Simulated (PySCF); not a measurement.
## Worked example: dipole moment from atomic charges

H3InOSe2, SMILES [SeH][In]([OH])[SeH]. Atoms are numbered in the order given.

```xyz
7

In     0.5089     0.0050     0.0000
O      2.5136     0.1092     0.0000
H      2.9364    -0.7611     0.0000
Se    -0.7203    -2.2203     0.0000
H      0.5530    -2.9699     0.0000
Se    -0.6491     2.2502     0.0000
H     -1.9758     1.6003     0.0000
```

Geometry optimised at B3LYP-D3(BJ)/def2-SVP. The structure was generated by enumeration; whether it is a known compound was not checked. The def2 effective core potentials stand for the cores of In; spin–orbit coupling is left out. The values are those of a single conformer.

Charges (e) from PBE/def2-TZVP run with PySCF:

```
atom  Mulliken  ESP fit
----  --------  -------
In1      0.696    0.422
O2      -0.586   -0.530
H3       0.298    0.313
Se4     -0.331   -0.279
H5       0.126    0.141
Se6     -0.336   -0.198
H7       0.132    0.131
```

The dipole moment of the full density is 1.59 D.

Question: What dipole moment does each set of point charges give, and which comes closer to that of the density?

Answer: 
μ = Σ q r, and 1 e Å = 4.8032 D.
Mulliken: Σ q r = (0.022, -0.471, 0.000) e Å, |μ| = 2.27 D.
ESP fit: Σ q r = (-0.050, -0.329, 0.000) e Å, |μ| = 1.60 D.
ESP fit comes closer in size. Point charges leave out the atoms' own dipoles (lone pairs, polarised bonds); fits to the potential absorb them, partitions of the density don't.
